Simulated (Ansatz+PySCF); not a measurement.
Results of a calculation; reference values are marked as such.
## Several solutions for singlet H₄ in separate pieces

```yaml
atoms:
  - { symbol: H, position_ang: [0.0000, 0.0000, -0.3804] }
  - { symbol: H, position_ang: [0.0000, 0.0000, 0.3804] }
  - { symbol: H, position_ang: [29.9392, -0.3691, -0.0693] }
  - { symbol: H, position_ang: [30.0608, 0.3691, 0.0693] }
```

Basis set: cc-pVDZ (spherical functions). Charge 0, multiplicity 1.

CASSCF(2,2) was run from several starts with Ansatz (development build ahead of 0.2.0) and PySCF 2.14.0. The starts are those of the Hartree–Fock orbitals from which the active space was taken at the frontier.

```csv
run,program,start,converged,energy (hartree),<S²>
A,Ansatz,search for the lowest state,yes,-2.27604,0.00
B,Ansatz,"atomic start, no search",yes,-2.25726,0.00
C,Ansatz,stability test followed,yes,-2.25726,0.00
D,PySCF,program defaults,yes,-2.25726,0.00
```

Which runs reached the lowest solution of this kind, and what is wrong with the others?

A reached the lowest solution found. Converged but too high: B by 0.51 eV, C by 0.51 eV, D by 0.51 eV. Convergence only shows a stationary point; in CASSCF the end hangs on which orbitals enter the active space. Caution: other starts end on other solutions of this active space.
